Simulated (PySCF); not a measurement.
Computed IR spectrum (relative IR intensity) of a molecule C2H8FNOSi. The structure is a stationary point at B3LYP-D3(BJ)/def2-SVP. One conformer was computed; it need not be the lowest. Level of theory: B3LYP-D3(BJ)/def2-SVP (PySCF). Frequencies are harmonic and unscaled.

Lines under 2 % of the strongest are left out, and lines within 2 cm⁻¹ are merged.

ν (cm⁻¹): 165 (w), 201 (vw), 217 (m), 238 (m), 294 (w), 315 (m), 338 (w), 366 (s), 380 (m), 649 (w), 699 (w), 767 (w), 817 (s), 850 (vs), 913 (vs), 943 (m), 977 (w), 994 (m), 1039 (m), 1276 (w), 1430 (vw), 1478 (vw), 1534 (m), 3024 (w), 3031 (w), 3098 (m), 3109 (w), 3588 (w), 3685 (m), 3883 (s) (against the strongest line: vs over 80 %, s over 45 %, m over 15 %, w over 4 %, vw less)

Question: Which structure fits?
A) C[C@@H](F)[Si@@H](N)O
B) CO[Si@@H](N)CF
C) CN[Si@H](O)CF
D) CC[Si@](N)(O)F

Answer: D, CC[Si@](N)(O)F
